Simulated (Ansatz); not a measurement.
Ansatz (a first-principles code) input (B3LYP-D3(BJ)/def2-TZVP):

Ansatz 0.2 input:
```yaml
crystal:
  periodic: [false, false, false]
  atoms:
    - {symbol: In, position_ang: [-0.00000000, -0.00000000, -0.03725241]}
    - {symbol: H, position_ang: [0.00000000, 0.00000000, 1.82536805]}
basis:
  gaussian:
    orbitals: def2-TZVP
hamiltonian:
  xc: b3lyp
  dispersion: d3bj
phonons: {temperatures: {t_min: 298.15, t_max: 298.15, t_step: 100}}
```

Output:

```
Functional definition: B3LYP
integrals: 0.01 GiB planned
578 factors; integrals over basis functions are off by at most 4.2e-4 eV
mean field: 0.13 GiB planned
mean field evaluation 1: about -5190.8848 eV, gradient 1.3e1 eV
mean field evaluation 2: about -5191.1272 eV, gradient 1.2e1 eV
mean field evaluation 4: about -5191.6534 eV, gradient 2.3e-1 eV
mean field evaluation 8: about -5191.6535 eV, gradient 3.5e-3 eV
mean field -5191.65347827 eV, -190.7897462974 hartree, gradient 1.7e-5 eV, S^2 0.000000; 0 other end points of the search recorded, 0 dependent functions left out
the calculation of the forces begins
reference -5191.65367232 eV, -190.7897534285 hartree; 11, 11 occupied and 45, 45 virtual orbitals, 578 factors
these checks for a lower state are left out or cut short: stability, starts, cluster_reference, orbital_swaps, neighbouring_geometries, increment
integrals: 0.01 GiB planned
578 factors; integrals over basis functions are off by at most 4.2e-4 eV
mean field: 0.13 GiB planned
mean field evaluation 16: about -5191.6535 eV, gradient 1.7e-2 eV
mean field -5191.65347827 eV, -190.7897462972 hartree, gradient 1.5e-6 eV, S^2 0.000000; 0 other end points of the search recorded, 0 dependent functions left out
the calculation of the forces begins
reference -5191.65367232 eV, -190.7897534283 hartree; 11, 11 occupied and 45, 45 virtual orbitals, 578 factors
these checks for a lower state are left out or cut short: stability, starts, cluster_reference, orbital_swaps, neighbouring_geometries, increment
integrals: 0.01 GiB planned
578 factors; integrals over basis functions are off by at most 4.2e-4 eV
mean field: 0.13 GiB planned
mean field -5191.65347827 eV, -190.7897462972 hartree, gradient 1.5e-6 eV, S^2 0.000000; 0 other end points of the search recorded, 0 dependent functions left out
the calculation of the forces begins
reference -5191.65367232 eV, -190.7897534283 hartree; 11, 11 occupied and 45, 45 virtual orbitals, 578 factors
these checks for a lower state are left out or cut short: stability, starts, cluster_reference, orbital_swaps, neighbouring_geometries, increment
integrals: 0.01 GiB planned
578 factors; integrals over basis functions are off by at most 4.2e-4 eV
mean field: 0.13 GiB planned
mean field evaluation 32: about -5191.6535 eV, gradient 2.8e-5 eV
mean field -5191.65347827 eV, -190.7897462972 hartree, gradient 1.5e-6 eV, S^2 0.000000; 0 other end points of the search recorded, 0 dependent functions left out
the calculation of the forces begins
reference -5191.65367232 eV, -190.7897534283 hartree; 11, 11 occupied and 45, 45 virtual orbitals, 578 factors
these checks for a lower state are left out or cut short: stability, starts, cluster_reference, orbital_swaps, neighbouring_geometries, increment
integrals: 0.01 GiB planned
578 factors; integrals over basis functions are off by at most 4.2e-4 eV
mean field: 0.13 GiB planned
mean field -5191.65347827 eV, -190.7897462972 hartree, gradient 1.5e-6 eV, S^2 0.000000; 0 other end points of the search recorded, 0 dependent functions left out
the calculation of the forces begins
reference -5191.65367232 eV, -190.7897534283 hartree; 11, 11 occupied and 45, 45 virtual orbitals, 578 factors
these checks for a lower state are left out or cut short: stability, starts, cluster_reference, orbital_swaps, neighbouring_geometries, increment
integrals: 0.01 GiB planned
578 factors; integrals over basis functions are off by at most 4.3e-4 eV
mean field: 0.13 GiB planned
mean field -5191.65346280 eV, -190.7897457286 hartree, gradient 2.2e-6 eV, S^2 0.000000; 0 other end points of the search recorded, 0 dependent functions left out
the calculation of the forces begins
reference -5191.65365682 eV, -190.7897528589 hartree; 11, 11 occupied and 45, 45 virtual orbitals, 578 factors
these checks for a lower state are left out or cut short: stability, starts, cluster_reference, orbital_swaps, neighbouring_geometries, increment
integrals: 0.01 GiB planned
578 factors; integrals over basis functions are off by at most 4.2e-4 eV
mean field: 0.13 GiB planned
mean field -5191.65344681 eV, -190.7897451411 hartree, gradient 2.0e-6 eV, S^2 0.000000; 0 other end points of the search recorded, 0 dependent functions left out
the calculation of the forces begins
reference -5191.65364088 eV, -190.7897522731 hartree; 11, 11 occupied and 45, 45 virtual orbitals, 578 factors
these checks for a lower state are left out or cut short: stability, starts, cluster_reference, orbital_swaps, neighbouring_geometries, increment
integrals: 0.01 GiB planned
578 factors; integrals over basis functions are off by at most 4.2e-4 eV
mean field: 0.13 GiB planned
mean field -5191.65347827 eV, -190.7897462972 hartree, gradient 1.5e-6 eV, S^2 0.000000; 0 other end points of the search recorded, 0 dependent functions left out
the calculation of the forces begins
reference -5191.65367232 eV, -190.7897534283 hartree; 11, 11 occupied and 45, 45 virtual orbitals, 578 factors
these checks for a lower state are left out or cut short: stability, starts, cluster_reference, orbital_swaps, neighbouring_geometries, increment
integrals: 0.01 GiB planned
578 factors; integrals over basis functions are off by at most 4.2e-4 eV
mean field: 0.13 GiB planned
mean field evaluation 64: about -5191.6536 eV, gradient 2.1e-2 eV
mean field -5191.65347827 eV, -190.7897462972 hartree, gradient 1.5e-6 eV, S^2 0.000000; 0 other end points of the search recorded, 0 dependent functions left out
the calculation of the forces begins
reference -5191.65367232 eV, -190.7897534283 hartree; 11, 11 occupied and 45, 45 virtual orbitals, 578 factors
these checks for a lower state are left out or cut short: stability, starts, cluster_reference, orbital_swaps, neighbouring_geometries, increment
integrals: 0.01 GiB planned
578 factors; integrals over basis functions are off by at most 4.2e-4 eV
mean field: 0.13 GiB planned
mean field -5191.65347827 eV, -190.7897462972 hartree, gradient 1.5e-6 eV, S^2 0.000000; 0 other end points of the search recorded, 0 dependent functions left out
the calculation of the forces begins
reference -5191.65367232 eV, -190.7897534283 hartree; 11, 11 occupied and 45, 45 virtual orbitals, 578 factors
these checks for a lower state are left out or cut short: stability, starts, cluster_reference, orbital_swaps, neighbouring_geometries, increment
integrals: 0.01 GiB planned
578 factors; integrals over basis functions are off by at most 4.2e-4 eV
mean field: 0.13 GiB planned
mean field -5191.65347827 eV, -190.7897462972 hartree, gradient 1.5e-6 eV, S^2 0.000000; 0 other end points of the search recorded, 0 dependent functions left out
the calculation of the forces begins
reference -5191.65367232 eV, -190.7897534283 hartree; 11, 11 occupied and 45, 45 virtual orbitals, 578 factors
these checks for a lower state are left out or cut short: stability, starts, cluster_reference, orbital_swaps, neighbouring_geometries, increment
integrals: 0.01 GiB planned
578 factors; integrals over basis functions are off by at most 4.2e-4 eV
mean field: 0.13 GiB planned
mean field -5191.65344681 eV, -190.7897451411 hartree, gradient 2.0e-6 eV, S^2 0.000000; 0 other end points of the search recorded, 0 dependent functions left out
the calculation of the forces begins
reference -5191.65364088 eV, -190.7897522731 hartree; 11, 11 occupied and 45, 45 virtual orbitals, 578 factors
these checks for a lower state are left out or cut short: stability, starts, cluster_reference, orbital_swaps, neighbouring_geometries, increment
integrals: 0.01 GiB planned
578 factors; integrals over basis functions are off by at most 4.3e-4 eV
mean field: 0.13 GiB planned
mean field evaluation 96: about -5191.6535 eV, gradient 2.1e-6 eV
mean field -5191.65346280 eV, -190.7897457286 hartree, gradient 2.2e-6 eV, S^2 0.000000; 0 other end points of the search recorded, 0 dependent functions left out
the calculation of the forces begins
reference -5191.65365682 eV, -190.7897528589 hartree; 11, 11 occupied and 45, 45 virtual orbitals, 578 factors
Total energy: -5191.68031294 eV, -190.7907324533 hartree
Atom 0 at    -0.000000    -0.000000    -0.037252 Å, force     0.000000     0.000000     0.000050 eV/Å
Atom 1 at     0.000000     0.000000     1.825368 Å, force    -0.000000    -0.000000    -0.000050 eV/Å
Dipole moment:    -0.000000    -0.000000    -0.204699 e Å
Vibrations: 1429.90 cm⁻¹, zero-point energy 0.088643 eV
```
